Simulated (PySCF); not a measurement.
Compound: C₆H₈FN.
Atom-mapped SMILES: `[CH3:1]/[C:2]([C:3]#[N:4])=[C:5](/[CH3:6])[CH2:7][F:8]` (hydrogens: H9, H10, H11 on C1; H12, H13, H14 on C6; H15, H16 on C7)

The calculation used PySCF, TDDFT wB97X-D/def2-SVPD, vertical, gas phase, core orbitals frozen in the response. Isolated species at its PBE0-D3(BJ)/def2-SVP geometry (one conformer only). Torsions of this conformer, `[CH3:1]/[C:2]([C:3]#[N:4])=[C:5](/[CH3:6])[CH2:7][F:8]`: C2–C5–C7–F8 180°.

For one non-degenerate pair of states in vacuum, A = 0.6670 f ν̃² s⁻¹ with ν̃ in cm⁻¹, τ = 1/A, |μ|² = 3f / (2ΔE) in atomic units, and the integrated cross-section is ∫σ dE = 109.76 f Mb·eV.

The rates are for emission to S0 at the absorption energy, with no other channel.

Energies and rates of the computed singlets with f of 0.002 or more:

```
state  ν̃ (cm⁻¹)   A (s⁻¹)
   S1      47390  5.90×10⁸
   S4      57240  9.90×10⁶
   S5      61100  1.45×10⁷
   S6      63790  1.61×10⁸
```

**Question.** Which f and |μ| stand behind these rates?

**Answer.** f = A / (0.6670 ν̃²), and |μ| follows from f:

| state | f | \|μ\| (D) | τ | main configurations (H = HOMO, L = LUMO) |
| --- | --- | --- | --- | --- |
| S1 | 0.394 | 4.20 | 1.7 ns | H→L (95%) |
| S4 | 0.0045 | 0.41 | 100 ns | H→L+1 (76%), H→L+3 (11%) |
| S5 | 0.0058 | 0.45 | 69 ns | H-2→L (90%) |
| S6 | 0.059 | 1.41 | 6.2 ns | H-3→L (69%), H-1→L+4 (9%) |

**Question.** How much energy does a mole of photons resonant with S1 carry?

**Answer.** 5.875 eV × 96.485 = 567 kJ/mol (135 kcal/mol).

**Question.** What is the integrated cross-section of all computed states together?

**Answer.** Σf = 0.464 over S1 to S6, so 109.76 × Σf ≈ 50.9 Mb·eV.

**Question.** By what factor does the largest A in the list exceed the smallest?

**Answer.** S1 has 60 times the rate of S4.
